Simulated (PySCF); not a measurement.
Ba⁺ (barium, charge +1) across methods

[Xe] 6s1, 2S determinant. All numbers are calculated (PySCF 2.14, the spin-free X2C one-electron Hamiltonian (Gaussian nucleus), in aug-cc-pVDZ-X2C (8s7p5d, 54 functions)).

```
   method  E (hartree)  mean ε 5p α (eV)  mean ε 5p β (eV)  mean ε 6s α (eV)  Σ⟨r²⟩ (bohr²)   ⟨S²⟩
      PBE     -8134.12           -24.748           -24.627            -7.904          66.40  0.750
      UHF  -8131.47820           -29.918           -29.818            -9.394          67.94  0.751
      LDA     -8127.51           -24.913           -24.818            -8.102          66.03  0.750
     PBE0     -8134.20           -26.348           -26.232            -8.376          66.52  0.750
     TPSS     -8134.20           -24.872           -24.766            -7.760          66.61  0.750
BHandHLYP     -8134.57           -27.669           -27.600            -8.761          66.67  0.750
   M06-2X     -8135.27           -27.868           -27.852            -9.061          66.15  0.750
   r2SCAN     -8134.54           -25.191           -25.124            -7.940          66.57  0.750
    B3LYP     -8134.65           -25.947           -25.875            -8.342          66.37  0.750
```

Spin-orbit coupling, which splits the p, d and f shells strongly at this Z, is absent.
